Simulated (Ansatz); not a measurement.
`CB[SiH2]Cl` + NH₃ → `NB[SiH2]Cl` + CH₄ at 600 K and 1 bar (ligand exchange at a B–C bond).

Calculated with Ansatz (gas phase, PBE0-D4/def2-TZVP geometries, no zero-point term in ΔE). CCSD(T)/CBS adds triple-zeta CCSD(T) − MP2 to the extrapolated MP2 energy (def2 sets, frozen cores). This one scheme is used for every species. One conformer a species, not always the lowest.

| species | CCSD(T)/CBS energy (Eh) | H − E (kJ/mol) | S (J/(mol·K)) |
| --- | --- | --- | --- |
| `CB[SiH2]Cl` | -815.34006 | 234.6 | 436.6 |
| NH₃ | -56.50880 | 112.4 | 219.5 |
| `NB[SiH2]Cl` | -831.44314 | 209.9 | 411.8 |
| CH₄ | -40.46206 | 140.4 | 215.7 |

H − E and S are ideal-gas, rigid-rotor, harmonic terms from PBE0-D4/def2-TZVP, for one conformer and one mirror image of each species. 1 Eh = 2625.50 kJ/mol, R = 8.31446 J/(mol·K).

Q: By hand: ΔE, ΔH, ΔS and ΔG.

A: ΔE = (-831.44314) + (-40.46206) − (-815.34006) − (-56.50880) = -0.05634 Eh = -147.9 kJ/mol. Δ(H − E) = 209.9 + 140.4 − 234.6 − 112.4 = 3.3, so ΔH = -144.6 kJ/mol. ΔS = 411.8 + 215.7 − 436.6 − 219.5 = -28.6 J/(mol·K). ΔG = -144.6 − 600 × (-28.6)/1000 = -127.4 kJ/mol.

Q: By hand: the equilibrium constant, and the temperature at which ΔG would vanish if ΔH and ΔS stayed fixed.

A: log₁₀ K = −ΔG/(RT ln 10) = 11.1. ΔG = 0 at ΔH/ΔS = 5056 K, far beyond where these terms or the molecules hold.

ΔH outweighs TΔS. A doubt of 5 kJ/mol in ΔE shifts log₁₀ K by 0.4 here. Other conformers and mirror images would add mixing entropy, several J/(mol·K) or more a flexible species. Modes under 60 cm⁻¹, often nearly free rotors, make the harmonic entropy too high. These are equilibria of isolated gas molecules and say nothing of rates. Largest T1 diagnostic: 0.012 (customary marks: 0.02 for closed shells, 0.045 for open ones).
